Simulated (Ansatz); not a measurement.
Frontier orbitals of BrH2In (`[Br][InH2]`).

Cartesian coordinates in Å:
```
Br 1.9653 0.8793 -0.4306
In -0.2581 -0.1155 0.0566
H -0.1542 -1.6043 0.8829
H -1.5530 0.8405 -0.5088
```

Total charge 0; spin multiplicity 1. Correlated methods include outer-core shells of Br, In, which these sets cover unevenly. Scalar relativity is left out up to krypton. In: def2 effective core potential. The structure was optimised at the PBE0-D4/def2-TZVP level. Basis def2-TZVPP, Ansatz.

```
functional  HOMO (eV)  LUMO (eV)
    revPBE      -6.56      -2.63
```

**Question.** Give HOMO and LUMO (eV) with LDA (SPW92), PBE, BLYP, r2SCAN, B97M-V, PBE0, B3LYP, r2SCANh, r2SCAN0, HSE06 (plane-wave form), BHLYP, CAM-B3LYP, LC-ωPBE, ωB97X-V, ωB97M-V, HF. (Best estimate.)

**Answer.** Computed: 
```tsv
functional	HOMO	LUMO
LDA (SPW92)	-6.74	-3.02
PBE	-6.61	-2.75
BLYP	-6.45	-2.72
r2SCAN	-6.91	-2.48
B97M-V	-7.01	-2.75
PBE0	-7.83	-2.03
B3LYP	-7.59	-2.32
r2SCANh	-7.36	-2.24
r2SCAN0	-8.04	-1.87
HSE06 (plane-wave form)	-7.44	-2.39
BHLYP	-8.92	-1.40
CAM-B3LYP	-9.14	-1.25
LC-ωPBE	-10.51	-0.12
ωB97X-V	-10.16	-0.25
ωB97M-V	-10.02	-0.52
HF	-10.68	0.37
```

B3LYP here is the variant with VWN-RPA as its local correlation; programs differ in this. LC-ωPBE has ω = 0.4 bohr⁻¹.
